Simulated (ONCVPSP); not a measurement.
# Before and after: ONCV potential for Se (Z = 34)

ONCVPSP 4.0.1 input, shortened (lines: element, Z, core and valence counts, functional; n l f; lmax; l rc ep ncon nbas qcut; lloc lpopt rc5 dvloc0; l nproj debl; icmod fcfact rcfact), PBEsol, non-relativistic:

```
  Se 34.00    5    3  -116133      upf
    1    0    2.00
    2    0    2.00
    2    1    6.00
    3    0    2.00
    3    1    6.00
    3    2   10.00
    4    0    2.00
    4    1    4.00
    2
    0    1.50    0.00    4    7    4.10
    1    1.90    0.00    5    8    4.20
    2    1.20    0.00    4    9   15.00
    4    3    1.10    6.00
    0    2    3.40
    1    1    3.80
    2    3    1.60
    0    0.00    0.00
```

In the d channel the program set the typed energies aside and used -2.001, 0.250, 1.850 Ha.

Change: local potential polynomial inside 1.10 bohr (lpopt 3, dvloc0 9.5 Ha).

Cutoffs: the cutoffs (Ha) at which the residual kinetic energy of the hardest occupied pseudo-wave falls to 1 and 0.1 mHa per electron; they do not see the model core or the augmentation charge, which bear on the density cutoff. Errors are all-electron minus pseudo energies relative to the spin-unpolarised reference configuration.

Problem. Predict the effect on cutoff, ghosts and configuration errors.

Solution. The potential gets neither clearly harder nor softer (85 Ha and 94 Ha → 85 Ha and 94 Ha); the errors of the 4 common tests hardly move; neither file shows a bound ghost.

```tsv
quantity	base	changed
cutoff, loose	85 Ha	85 Ha
cutoff, tight	94 Ha	94 Ha
bound ghosts	none	none
GHOST(+) flags under 300 eV	s at 175.6 eV	s at 231.5 eV
error for 3d10 4s2 4p3, meV [ΔE 10.88 eV]	+1.9	+1.6
error for 3d10 4s2 4p2, meV [ΔE 31.25 eV]	+8.1	+6.9
error for 3d10 4s2 4p1, meV [ΔE 62.11 eV]	+15	+13
error for 3d10 4s1 4p4, meV [ΔE 21.76 eV]	+8.5	+7.6
s: phases at 1.52 bohr within 0.05 rad from the reference energy up to (Ha; the scan ends near 5)	to the end of the scan	to the end of the scan
p: phases at 1.93 bohr within 0.05 rad from the reference energy up to (Ha; the scan ends near 5)	1.9	2.1
d: phases at 1.22 bohr within 0.05 rad from the reference energy up to (Ha; the scan ends near 5)	to the end of the scan	to the end of the scan
```
